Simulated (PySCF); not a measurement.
From one molecule to another.

First species: C7H9FO.
InChI=1S/C7H9FO/c1-3-6-4-5-7(6,8)9-2/h1,6H,4-5H2,2H3/t6-,7-/m1/s1

Second species: C7H9FO.
Geometry (GFN2-xTB, Å), atoms numbered from 1 in this order:
```
atom  x, y, z in Å
C1    -2.6234   -1.1129   -0.5244
C2    -1.4147   -0.5883   -0.4104
C3    -0.8531    0.7645   -0.4197
C4    -1.3403    1.9861   -0.2870
C5     0.5564    0.2215   -0.5623
O6     1.4840    0.7116    0.3593
C7     2.7772    0.1801    0.1875
C8    -0.0327   -1.1942   -0.3103
F9     0.2899   -2.1528   -1.2414
H10   -3.4959   -0.4904   -0.6226
H11   -2.7732   -2.1790   -0.5381
H12   -0.6941    2.8462   -0.2869
H13   -2.3955    2.1580   -0.1619
H14    0.9354    0.3044   -1.5929
H15    2.7840   -0.9097    0.3004
H16    3.1781    0.4336   -0.8015
H17    3.3977    0.6294    0.9601
H18    0.2114   -1.6017    0.6757
```

Levels: PBE0/def2-SVPD for dipole moment, HOMO energy, LUMO energy, HOMO–LUMO gap, static isotropic polarisability and electronic spatial extent ⟨r²⟩ about the centre of nuclear charge; TDDFT PBE0/def2-SVPD for lowest singlet excitation; TDA PBE0/def2-SVPD for lowest triplet excitation (Tamm–Dancoff); GFN2-xTB for rotational constant A and rotational constant C. Geometries: GFN2-xTB. All species are isolated and taken at one optimised geometry, non-relativistic unless stated; the electronic structure was computed with PySCF and density fitting.

Dipoles, sizes and rotational constants follow the conformer. The torsions of the flexible species, by atom-mapped SMILES:
- `[CH:1]#[C:2][C@@H:3]1[CH2:4][CH2:5][C@@:6]1([F:7])[O:8][CH3:9]`: C5–C6–O8–C9 174°
- `[CH2:1]=[C:2]1[C:3](=[CH2:4])[C@@H:5]([O:6][CH3:7])[C@@H:8]1[F:9]`: C3–C5–O6–C7 180°

```json
{"property": "dipole moment", "column X": "1.41 D", "column Y": "0.66 D"}
{"property": "HOMO energy", "column X": "-7.55 eV", "column Y": "-7.02 eV"}
{"property": "LUMO energy", "column X": "0.60 eV", "column Y": "-1.61 eV"}
{"property": "HOMO–LUMO gap", "column X": "8.15 eV", "column Y": "5.41 eV"}
{"property": "lowest singlet excitation", "column X": "6.52 eV", "column Y": "4.79 eV"}
{"property": "lowest triplet excitation (Tamm–Dancoff)", "column X": "5.31 eV", "column Y": "2.83 eV"}
{"property": "static isotropic polarisability", "column X": "83.3 au", "column Y": "90.6 au"}
{"property": "electronic spatial extent ⟨r²⟩ about the centre of nuclear charge", "column X": "1130 bohr²", "column Y": "1264 bohr²"}
{"property": "rotational constant A", "column X": "2.115 GHz", "column Y": "2.224 GHz"}
{"property": "rotational constant C", "column X": "1.163 GHz", "column Y": "0.924 GHz"}
```

Q: Which column belongs to which species?

A: Column X is the first species and column Y the second. The first has 18 atoms and 68 electrons, the second 18 and 68.

Q: How does each property change from the first species to the second?

A: dipole moment -0.75 D; HOMO energy +0.53 eV; LUMO energy -2.21 eV; HOMO–LUMO gap -2.74 eV; lowest singlet excitation -1.73 eV; lowest triplet excitation (Tamm–Dancoff) -2.48 eV; static isotropic polarisability +7.3 au; electronic spatial extent ⟨r²⟩ about the centre of nuclear charge +134 bohr²; rotational constant A +0.109 GHz; rotational constant C -0.239 GHz.

On the first: S1 lies 1.63 eV below the HOMO–LUMO gap; its leading configuration is HOMO−1→LUMO+1, weight 0.46. In wavenumbers S1 is 52600 cm⁻¹ (1 eV = 8065.54 cm⁻¹).

On the second: The vertical singlet–triplet gap S1 − T1 is 1.96 eV (TDDFT singlet less Tamm–Dancoff triplet; S1: HOMO−1→LUMO, weight 0.52, beside HOMO→LUMO, weight 0.46; T1: HOMO→LUMO, weight 0.92). A dipole of 0.66 D is allowed in C1, and pure rotational transitions are dipole-allowed.
